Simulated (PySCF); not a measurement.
BrHMgSe.

```xyz
4

Mg    -0.0031     0.0325     0.0000
Br     0.0007     2.3691     0.0000
Se    -0.0417    -2.3799     0.0000
H      1.4330    -2.3926     0.0000
```
Charge 0, spin multiplicity 1.

Geometry optimised at B3LYP-D3(BJ)/def2-TZVP. The values are those of a single conformer.

These are HF/pcSseg-2 run with PySCF values and carry that method's errors. Non-relativistic, no solvent.

### Question
Give the absolute GIAO shielding of each atom: isotropic value and principal components (ppm). (The exact figures need the calculation; the answer reports its results.)

### Answer

| atom | σ(iso) | σ11 | σ22 | σ33 | span |
|---|---|---|---|---|---|
| Mg1 | 489.0 | 373.2 | 383.9 | 709.7 | 336.5 |
| Br2 | 2972.4 | 2883.0 | 2907.6 | 3126.7 | 243.7 |
| Se3 | 2505.2 | 2286.7 | 2414.8 | 2813.9 | 527.2 |
| H4 | 32.4 | 22.7 | 26.1 | 48.4 | 25.6 |
